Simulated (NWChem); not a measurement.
Molecule: BeHF; SMILES [BeH][F]

```xyz
3

Be     0.0000     0.0000    -0.7768
H      0.0000     0.0000    -2.1150
F      0.0000     0.0000     0.6242
```
Atoms are numbered in this order, from 1.

Program: NWChem. Geometry: optimised at PBE-D3(BJ)/def2-SVP. Level: PBE0/Sadlej pVTZ; the question gives the wavelength of the field.

### Question
What does the run give for field 589 nm? Quantities: isotropic polarisability (bohr³); anisotropy (bohr³).

### Answer
The isotropic polarisability (bohr³) is 18.4 and the anisotropy (bohr³) comes out as 1.8.
